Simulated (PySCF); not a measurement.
**Working with the constants of Bi2**

RHF-CCSD(T) constants of Bi2, ¹Σg⁺ (singlet), closed shell (Bi def2-TZVPP with ECP60; scalar-relativistic core potentials (PySCF 2.14); masses 208.9804 and 208.9804 u):

```
ωe              : 187.9 cm⁻¹
ωexe            : 0.29 cm⁻¹
Be              : 0.02283 cm⁻¹
αe              : 4.22e-05 cm⁻¹
D (centrifugal) : 1.35e-09 cm⁻¹
De to Bi + Bi   : 2.24 eV
```

Problem. Give the vibrational terms G(v) and spacings up to v = 6.

Solution. G(v) = ωe(v+½) − ωexe(v+½)².

| v | G(v) (cm⁻¹) | G(v) − G(v−1) | Bv (cm⁻¹) |
| --- | --- | --- | --- |
| 0 | 93.9 |  | 0.02281 |
| 1 | 281.2 | 187.3 | 0.02277 |
| 2 | 467.9 | 186.7 | 0.02272 |
| 3 | 654.1 | 186.2 | 0.02268 |
| 4 | 839.7 | 185.6 | 0.02264 |
| 5 | 1024.7 | 185.0 | 0.02260 |
| 6 | 1209.1 | 184.4 | 0.02256 |

Problem. How well does the Morse estimate ωe²/(4ωexe) reproduce De, and what is D0?

Solution. It gives 3.77 eV, 168 % of the computed De. D0 = De − G(0) = 2.24 − 0.01 = 2.23 eV.

Correlated steps freeze 8 core orbitals. These are scalar-relativistic numbers at best; spin–orbit coupling would shift them, the dissociation energy most. Where the molecule has an RHF reference, its open-shell atoms are computed with UHF.
